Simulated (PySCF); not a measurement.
Compound: CH9ClSi3.
InChI=1S/CH9ClSi3/c2-1-5(3)4/h5H,1H2,3-4H3

Torsions of this conformer, `[SiH3:1][SiH:2]([SiH3:3])[CH2:4][Cl:5]`: Si1–Si2–C4–Cl5 52°.

The closed-shell ground state was solved at several levels (PySCF, density fitting, gas phase, non-relativistic). Isolated species at its PBE0-D3(BJ)/def2-SVP geometry (one conformer only).

```tsv
level	basis functions	total energy (Eh)	HOMO (eV)	LUMO (eV)	gap (eV)	dipole (D)
B3LYP/pcSseg-1	158	-1372.2220	-7.74	-0.74	7.00	1.55
B97-2/pcSseg-1	158	-1372.1946	-7.74	-0.60	7.14	1.59
BHandHLYP/pcSseg-1	158	-1372.0920	-9.00	0.36	9.36	1.68
KT2/pcSseg-1	158	-1383.8544	-6.84	-1.56	5.28	1.51
PBE0/def2-SVP	131	-1371.1669	-7.83	-0.37	7.46	1.37
LDA/pcSseg-1	158	-1366.7655	-6.85	-1.60	5.25	1.51
OPBE/pcSseg-1	158	-1371.9747	-6.76	-1.28	5.48	1.50
B97-D/pcSseg-1	158	-1372.1078	-6.74	-1.29	5.45	1.50
wB97X-D/pcSseg-1	158	-1372.1096	-9.77	1.12	10.89	1.68
HF/pcSseg-1	158	-1369.3065	-10.56	2.63	13.19	1.86
```

**Question.** What might PBE0/pcSseg-1 (158 basis functions) give for the same quantities?

**Answer.** Total energy -1371.5598 Eh, HOMO -7.97 eV, LUMO -0.59 eV, gap 7.38 eV, dipole 1.60 D.

**Question.** Over all these levels, which gives the widest orbital gap and which the narrowest?

**Answer.** HF/pcSseg-1 (Hartree–Fock, all exact exchange) has the widest, 13.19 eV, and LDA/pcSseg-1 (LDA) the narrowest, 5.25 eV. The two share the basis. From the narrowest to the widest the HOMO moves by -3.71 eV and the LUMO by +4.23 eV.

**Question.** In the pcSseg-1 basis, how does the gap go with the fixed share of exact exchange?

**Answer.** LDA (0 %) 5.25 eV; KT2 (0 %) 5.28 eV; B97-D (0 %) 5.45 eV; OPBE (0 %) 5.48 eV; B3LYP (20 %) 7.00 eV; B97-2 (21 %) 7.14 eV; PBE0 (25 %) 7.38 eV; BHandHLYP (50 %) 9.36 eV; HF (100 %) 13.19 eV. Each rise in the share widens the gap here.

**Question.** How far do the dipole and the HOMO energy spread over the levels?

**Answer.** The dipole runs from 1.37 to 1.86 D (mean 1.58 D) and the HOMO from -10.56 to -6.74 eV.

B97-D and wB97X-D is run here without its empirical dispersion term; that term would change no orbital, density or response property at a fixed geometry.
